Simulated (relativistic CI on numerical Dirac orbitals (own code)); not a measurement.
# Line list: Electric-dipole lines, Sc2+

These numbers are calculated, not measured: Dirac-Coulomb-Breit CI, KLI orbitals optimised for each configuration, QED by a radiative potential, valence Slater integrals scaled by 0.85, P86 correlation estimate, and configurations built on the next ion tied to the tabulated ionisation energy (semi-empirical) (own radial code, finite nucleus).

Configurations in the expansion (outside the closed core [Ne] 3s2): 3p⁶3d, 3p⁶4s, 3p⁶4p, 3p⁶4d, 3p⁶5s, 3p⁶4f, 3p⁶5p, 3p⁶5d, 3p⁵3d², 3p⁶5f, 3p⁶5g. Levels of other configurations are missing.

| λ vac (Å) | Lower | Upper | A (s⁻¹) | gf | Branching (%) |
| --- | --- | --- | --- | --- | --- |
| 625.54 | 3p⁶3d ²D3/2 [1] | 3p⁶5f ²F°5/2 [15] | 8.13e+08 | 2.86e-01 | 85.6 |
| 626.18 | 3p⁶3d ²D5/2 [2] | 3p⁶5f ²F°7/2 [16] | 8.74e+08 | 4.11e-01 | 91.7 |
| 626.18 | 3p⁶3d ²D5/2 [2] | 3p⁶5f ²F°5/2 [15] | 5.81e+07 | 2.05e-02 | 6.1 |
| 726.98 | 3p⁶3d ²D3/2 [1] | 3p⁶4f ²F°5/2 [11] | 1.23e+09 | 5.83e-01 | 74.8 |
| 727.84 | 3p⁶3d ²D5/2 [2] | 3p⁶4f ²F°7/2 [12] | 1.32e+09 | 8.38e-01 | 80.3 |
| 727.84 | 3p⁶3d ²D5/2 [2] | 3p⁶4f ²F°5/2 [11] | 8.79e+07 | 4.19e-02 | 5.4 |
| 7378.7 | 3p⁶5s ²S1/2 [8] | 3p⁶5p ²P°3/2 [10] | 6.08e+07 | 1.99e+00 | 15.5 |
| 7466.2 | 3p⁶5s ²S1/2 [8] | 3p⁶5p ²P°1/2 [9] | 5.88e+07 | 9.83e-01 | 15.2 |

Terms are leading LS components. Brackets give the number of a level in order of energy, since labels repeat. The list gives strong lines, with weight on those to low levels, without configurations that were not tied to measured data, without lines whose two gauges differ by over a factor of 2.5, among the lowest 18 of 63 levels, so that lines to higher ones, which can be the strongest, are missing, and without lines across small gaps between configurations, and without 39 lines that miss the measured interval by over 3.5 %, start from a term whose rates miss tabulated ones by over 60 %, have gauges far apart or, lacking measured levels, span too small a gap for the errors found; lines with a level outside our table were not tested and can miss by more. Levels whose partners in the same complex of configurations lie outside the list can be far off, and so can their lines. Rates are taken at the computed energies, electric ones in the length gauge.

Configurations that consist of the next ion and one excited electron were tied to the tabulated ionisation energy; Rydberg ones are usually within 1,000 to 3,000 cm⁻¹ and the lowest ones within about 6,000 (9,000 in d shells), while levels on excited terms of the next ion carry the error of that term, and the other configurations can be misplaced by 10,000 cm⁻¹ or more. Rates follow the energies as ν³ (E1, M1) or ν⁵ (E2), so rates, branching and lifetimes can be off by large factors. The fine structure of a lone outer electron comes out too small, for d and f at times inverted, and misplaced configurations move strength between like terms. 5 of the 8 excited levels that our extract of the measured tables holds in this range could be paired (the sources list more); they are missed by 1373 cm⁻¹ on average and 3381 at most, and levels without a partner can miss by more.
